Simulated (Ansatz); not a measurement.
One change: `OC1[SiH2]S1` becomes `[SiH3]OC1[SiH2]S1`.

Ansatz, PBE0-D4/def2-TZVP geometries, multiplicity 1. Each molecule was computed in one conformer, which needn't be the lowest.

```csv
property,`OC1[SiH2]S1`
HOMO energy (ωB97M-V/def2-TZVPP) / eV,-9.30
HOMO energy (PBE0/def2-TZVPP) / eV,-7.14
HOMO–LUMO gap (B3LYP/def2-TZVPP) / eV,6.23
LUMO energy (ωB97M-V/def2-TZVPP) / eV,1.32
size of the dipole moment (PBE/def2-TZVPP) / D,1.18
size of the dipole moment (ωB97M-V/def2-TZVPP) / D,1.17
```

(1) What does the change do to each property? (An estimate is asked.)

## Answers

(1) Ansatz gave: 
```
                                          property  `[SiH3]OC1[SiH2]S1`  shift
             HOMO energy (ωB97M-V/def2-TZVPP) / eV                -9.41  -0.11
                HOMO energy (PBE0/def2-TZVPP) / eV                -7.24  -0.10
             HOMO–LUMO gap (B3LYP/def2-TZVPP) / eV                 6.21  -0.02
             LUMO energy (ωB97M-V/def2-TZVPP) / eV                 1.15  -0.17
    size of the dipole moment (PBE/def2-TZVPP) / D                 1.88   0.70
size of the dipole moment (ωB97M-V/def2-TZVPP) / D                 2.13   0.96
```

With PBE0 the HOMO falls by 0.10 eV and the LUMO falls by 0.15 eV, so the gap narrows by about 0.05 eV. PBE moves the HOMO by -0.14 eV and ωB97M-V by -0.11 eV. Dipoles are sizes alone; their direction can turn.

B3LYP here is the variant with VWN-RPA as its local correlation; programs differ in this.
